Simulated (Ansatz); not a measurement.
The cluster Sn₆S₆. Charge 0, multiplicity 1. Geometry PBE-D4/def2-SVP; atoms count from 1.

```xyz
12

Sn   -1.3727    0.8775    1.6480
Sn    2.4786    1.0587    1.8211
Sn    0.5546    1.6419   -1.5371
Sn   -2.6752   -0.4523   -1.7969
Sn    0.9826   -2.2171    1.5513
Sn    0.4616   -2.2408   -1.7465
S    -0.5091   -0.4838   -3.2555
S     2.0559   -0.5457   -0.3859
S    -1.3355   -1.6727    0.2885
S     0.7815   -0.3505    3.2190
S    -2.0067    1.8145   -0.8712
S     0.5845    2.5704    1.0651
```

In the def2 sets Sn takes a core potential; there is no spin–orbit coupling. The structure comes from a short search, and lower isomers may exist.

Estimate the Mulliken populations from the PBE0/def2-SVP orbitals of Ansatz.


```
atom  charge (e)
 Sn1        0.62
 Sn2        0.56
 Sn3        0.62
 Sn4        0.56
 Sn5        0.54
 Sn6        0.54
  S7       -0.54
  S8       -0.63
  S9       -0.63
 S10       -0.54
 S11       -0.55
 S12       -0.55
```
Mulliken values and Mayer orders depend strongly on the basis.

And the Mayer bond orders between bonded heavy atoms (over 0.3)?

Sn1–S9 0.43 (2.89 Å); Sn1–S10 0.37 (2.94 Å); Sn1–S11 0.52 (2.76 Å); Sn1–S12 0.70 (2.65 Å); Sn2–S8 0.44 (2.76 Å); Sn2–S10 0.74 (2.61 Å); Sn2–S12 0.84 (2.54 Å); Sn3–S7 0.37 (2.93 Å); Sn3–S8 0.43 (2.89 Å); Sn3–S11 0.70 (2.65 Å); Sn3–S12 0.52 (2.76 Å); Sn4–S7 0.74 (2.61 Å); Sn4–S9 0.44 (2.76 Å); Sn4–S11 0.84 (2.54 Å); Sn5–S8 0.55 (2.77 Å); Sn5–S9 0.53 (2.70 Å); Sn5–S10 0.92 (2.51 Å); Sn6–S7 0.92 (2.51 Å); Sn6–S8 0.53 (2.70 Å); Sn6–S9 0.55 (2.77 Å).
